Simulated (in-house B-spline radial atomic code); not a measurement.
Sc¹¹⁺. Computed with a B-spline radial atomic code. Model: all-electron spherical atom, spin shells full or empty, radial basis limit, no spin-orbit coupling: exact exchange with a local potential (Slater, KLI or optimised effective potential, whose far tail is KLI's), no correlation.

Exchange potential has not reached -1/r at the last radius.

The run also made RPA and GW results, which its time includes.

The Slater potential averages the orbital exchange potentials with the orbital densities as weights, KLI adds orbital constants, and the optimised effective potential minimises the exact-exchange energy among local potentials. So their energies lie above Hartree-Fock in the order OEP, KLI, Slater. All fall off as −1/r, unlike LDA and GGA exchange.

Command:
```bash
python run_gw.py task.json out
```
Settings (lengths in bohr, energies in hartree):
```
Z                      21
electrons              10
configuration          [He] 2s2 2p6
hamiltonian            nr
method                 kli
lmax                   9
spin_polarised         False
box_radius             6.2
intervals              64
```

Cost of the run: 1.3 s on 1 thread of Intel(R) Xeon(R) Platinum 8375C CPU @ 2.90GHz (Ice Lake), with other jobs on the host.

Given: hamiltonian non-relativistic; mean-field start exchange-only KLI.

Computed: energy above Hartree-Fock 2.7748 millihartree; virial ratio -E/T less 1 0.000656.

```tsv
radius (bohr)	r times exchange potential (hartree bohr)
0.00238	-0.041632
0.00282	-0.04929
0.00333	-0.058143
0.00395	-0.068868
0.00467	-0.081261
0.00553	-0.095967
0.00654	-0.11308
0.00774	-0.13316
0.00916	-0.15652
0.0108	-0.18291
0.0128	-0.21415
0.0152	-0.25014
0.018	?
0.0213	-0.33363
0.0252	-0.38069
0.0298	-0.42981
0.0353	-0.47973
0.0418	-0.52714
0.0494	-0.56831
0.0585	-0.60055
0.0692	-0.62023
0.0819	-0.62787
0.0969	-0.63231
0.115	-0.65704
0.136	-0.72689
0.161	-0.84393
0.19	-0.98104
0.225	?
0.266	-1.236
0.315	-1.3198
0.373	-1.3599
0.442	-1.3559
0.523	-1.3174
0.619	-1.2591
0.732	-1.1956
0.866	-1.1356
1.03	-1.0821
```

(1) What belongs in the row 0.018?

(2) What belongs in the row 0.225?

| occupied | level (hartree) | Hartree-Fock level (hartree) |
| --- | --- | --- |
| 1s | -172.16 | -176.17 |
| 2s | -28.215 | -28.605 |
| 2p | -25.294 | -25.296 |

```csv
empty,level (hartree)
3s,-10.464
3p,-9.6302
3d,-8.5449
4s,-5.438
4p,?
4d,-4.702
4f,-4.5482
```

(3) What belongs in the row 4p?

Answers

(1) r times exchange potential (hartree bohr): -0.28993.

(2) r times exchange potential (hartree bohr): -1.1191.

(3) level (hartree): -5.1093.

The highest level, 2p, differs from Hartree-Fock by +0.051 eV and the deepest, 1s, by +109 eV: a local potential can match the highest level but can't give each shell its own exchange.
